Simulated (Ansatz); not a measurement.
Two structures of BSiH$_{5}$OF$_{2}$, closed shell, reached by relaxing down either side of one saddle point (PBE0-D4/def2-TZVP). Energies are electronic, without zero-point energy. Program: Ansatz 0.2.0. Basis: def2-TZVPP and def2-QZVPP. Cores are frozen in the correlated methods. Extrapolation: Hartree–Fock as exp(−7.88 √X), correlation as X^−2.97. First:

B1  (-0.311, -0.731, -0.129)
Si2  (1.189, 0.469, -0.814)
F3  (-1.412, -0.913, -0.897)
F4  (-0.002, -1.789, 0.657)
H5  (-2.034, 0.431, 0.951)
O6  (-1.105, 0.349, 1.200)
H7  (0.645, 1.744, -1.363)
H8  (2.140, 0.812, 0.280)
H9  (1.962, -0.200, -1.898)
H10  (-1.073, -0.170, 2.013)
(Å)

Second:

```tsv
atom	x (Å)	y (Å)	z (Å)
B1	-0.9779	-1.2905	0.7383
Si2	1.2922	1.1344	-0.9092
F3	-1.5701	-1.5364	-0.4237
F4	0.2881	-1.6340	0.8776
H5	-0.0302	1.1458	-0.2279
O6	-1.6259	-0.7240	1.7717
H7	1.4374	2.3949	-1.6805
H8	2.3670	1.0422	0.1084
H9	1.3598	-0.0260	-1.8304
H10	-2.5403	-0.5065	1.5757
```

Problem. Which bonds change from the first to the second?

Solution. BSiH₃F₂ ([F][B]([F])[SiH3]) + H₂O → BHOF₂ ([OH][B]([F])[F]) + SiH₄; bonds formed: B1–O6, Si2–H5; bonds broken: B1–Si2, H5–O6.

Problem. Give the saddle point's structure and its height above each. (To be estimated.)

Solution. By the calculation: 1.294 eV above the first and 2.667 eV above the second (CCSD(T) at an estimated basis limit (MP2 extrapolated from triple and quadruple zeta, plus CCSD(T) − MP2 in triple zeta)).
| atom | x (Å) | y (Å) | z (Å) |
| --- | --- | --- | --- |
| B1 | -0.4245 | -0.8777 | 0.2627 |
| Si2 | 0.9735 | 0.6808 | -0.6573 |
| F3 | -1.2875 | -1.2357 | -0.7119 |
| F4 | 0.3880 | -1.8169 | 0.7615 |
| H5 | -0.3901 | 0.5425 | 0.6970 |
| O6 | -1.1478 | -0.0944 | 1.3825 |
| H7 | 0.3836 | 1.8809 | -1.3138 |
| H8 | 2.1303 | 1.0997 | 0.1766 |
| H9 | 1.4356 | -0.2576 | -1.7115 |
| H10 | -2.0609 | 0.0784 | 1.1141 |

No T1 diagnostic of these runs exceeds 0.013.

Labels in which every atom is bracketed show which atoms are joined, not bond orders.

For scale, one of the runs: CCSD(T)/def2-TZVPP, 236 basis functions, launched by `ansatz run in.yaml --threads 4 --pin off --events-out ev --progress --plain --max-ram 9574MiB`. The run took 2.2 min on 4 CPU threads of an Arm Neoverse V2 (shared host), with 4.6 GiB of host memory at its peak.
